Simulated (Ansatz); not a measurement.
The cluster Ni2H⁻. Total charge -1; triplet. Geometry r2SCAN-D4/def2-TZVP, that of the neutral doublet; atoms count from 1.

```xyz
3

Ni    0.193    1.055   -0.419
Ni   -0.787   -0.623    0.563
H     0.594   -0.432   -0.145
```

The charge -1 triplet is spin-contaminated (final ⟨S²⟩ up to 2.82, 2.00 for a pure state). The highest occupied level of the charge -1 triplet lies above zero (up to 0.60 eV). By energy differences its removal costs 0.76 eV (vertical, to the charge 0 doublet, at PBE-D4/def2-TZVPD). The structure comes from a short search, and lower isomers may exist.

**Question.** Estimate the Mulliken populations from the PBE0/def2-TZVPD orbitals of Ansatz.

**Answer.** 
```json
{"atom": "Ni1", "charge (e)": "-0.56", "spin (α − β)": "-0.09", "d electrons": "9.03"}
{"atom": "Ni2", "charge (e)": "-0.57", "spin (α − β)": "1.98", "d electrons": "8.79"}
{"atom": "H3", "charge (e)": "0.14", "spin (α − β)": "0.11", "d electrons": "–"}
```
Mulliken values and Mayer orders depend strongly on the basis. With diffuse functions, as here, like atoms can get unlike values, and bond orders can come out too low or too high.

**Question.** Where does the spin sit?

**Answer.** Summed by element: Ni 1.89, H 0.11, of 2 unpaired in all. Largest on single atoms: Ni2 1.98, H3 0.11, Ni1 -0.09.

**Question.** And the Mayer bond orders between bonded heavy atoms (over 0.3)?

**Answer.** Ni1–Ni2 1.79 (2.18 Å).
